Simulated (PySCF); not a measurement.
SiHI, SMILES [SiH]I (connectivity only; charge and spin as stated), neutral, multiplicity 1.

Coordinates come from a PBE0-D3(BJ)/def2-TZVP optimisation. The def2 effective core potentials stand for the cores of I; spin–orbit coupling is left out.

Calculation: CAM-B3LYP/def2-TZVPD run with PySCF.

Symmetry labels are those of the subgroup Cs that the program uses (full group Cs).

Question: List the valence orbital energies around the gap with their symmetry. (The exact figures need the calculation; the answer reports its results.)

Answer: 
```
orbital  symmetry  energy (eV)
-------  --------  -----------
HOMO−7         A"       -53.88
HOMO−6         A'       -53.87
HOMO−5         A'       -21.36
HOMO−4         A'       -15.50
HOMO−3         A'       -10.90
HOMO−2         A'        -9.44
HOMO−1         A"        -9.42
HOMO           A'        -8.05
LUMO           A"        -2.12
LUMO+1         A'         0.01
LUMO+2         A'         0.87
LUMO+3         A"         1.13
```
